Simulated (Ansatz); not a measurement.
Input file for Ansatz (a program for electronic structure): R-CCSD(T)/aug-cc-pV(T+d)Z on HF (SMILES F) with ghost functions, monomers drawn apart or pushed together. Files ending in .json are basis or fitting sets from the Basis Set Exchange.

Ansatz 0.2 input:
```yaml
crystal:
  periodic: [false, false, false]
  atoms:
    - {symbol: F, position_ang: [0.35084368, 0.50696988, -0.65679428]}
    - {symbol: H, position_ang: [0.08404084, 0.72411377, 0.21057448]}
basis:
  gaussian:
    orbitals: aug-cc-pV_T+d_Z.json
    ghost_atoms:
      - {symbol: O, position_ang: [-0.38521527, 0.60394965, 2.27566443]}
      - {symbol: S, position_ang: [-0.24356252, -0.62914656, 3.01800441]}
      - {symbol: O, position_ang: [-0.58431312, -0.61368658, 4.41074510]}
magnetization: {spin_polarized: false}
correlation: {method: ccsd_t, electrons: outside_noble_gas}
scf: {lower_state_search: off}
```

The head of its log:

```
WARN ansatz: RAYON_NUM_THREADS=1 ignored (pool sized by the plan → 1); use --threads N
Functional definition: HF
these checks for a lower state are left out or cut short: stability, starts, cluster_reference, orbital_swaps, neighbouring_geometries, increment
integrals: 1.02 GiB planned
1317 factors; integrals over basis functions are off by at most 1.2e-3 eV
mean field: 0.47 GiB planned
mean field evaluation 1: about -2721.7978 eV, gradient 2.5e1 eV
mean field evaluation 2: about -2721.7978 eV, gradient 2.5e1 eV
mean field evaluation 4: about -2722.7704 eV, gradient 1.2e0 eV
mean field evaluation 8: about -2722.7753 eV, gradient 5.7e-5 eV
mean field -2722.77530593 eV, -100.0601469294 hartree, gradient 2.0e-6 eV, S^2 0.000000; 0 other end points of the search recorded, 0 dependent functions left out
1 core orbitals not correlated
reference -2722.77530593 eV, -100.0601469294 hartree; 4, 4 occupied and 211, 211 virtual orbitals, 1317 factors
```

Question: What total energy does the run end on?

Answer: -100.3497 hartree (reference determinant -100.0601, T1 diagnostic 0.010).
